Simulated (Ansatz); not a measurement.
Wavefunction ladder for `C[O][Ga]([OH])[CH2][SiH3]`

Cartesian coordinates in Å:
```
C 0.007 -1.659 2.367
O 0.342 -1.336 1.044
Ga -0.609 -0.208 0.037
O -2.056 0.531 0.781
C -0.068 0.194 -1.782
Si 1.101 1.646 -1.926
H -0.132 -0.771 3.000
H -0.908 -2.263 2.428
H 0.820 -2.246 2.802
H -2.224 0.252 1.683
H -0.971 0.399 -2.365
H 0.414 -0.698 -2.192
H 0.462 2.877 -1.388
H 2.341 1.387 -1.145
H 1.481 1.894 -3.343
```

Charge 0, multiplicity 1. Correlated methods include outer-core shells of Ga, which these sets cover unevenly. Scalar relativity is left out up to krypton. Geometry: relaxed with PBE0-D4/def2-TZVP. It is one conformer, not always the lowest. Frozen core, restricted reference, Ansatz.

| basis | HF (Eh) | MP2 corr. | CCSD corr. | (T) | CCSD(T) total |
| --- | --- | --- | --- | --- | --- |
| def2-SVP | -2442.41933 | -0.97602 | -1.02336 | -0.02860 | -2443.47129 |
| def2-TZVPP | -2443.05030 | -1.18813 | -1.22785 | -0.04741 | -2444.32556 |
| def2-QZVPP | -2443.11100 | -1.50600 | – | – | – |
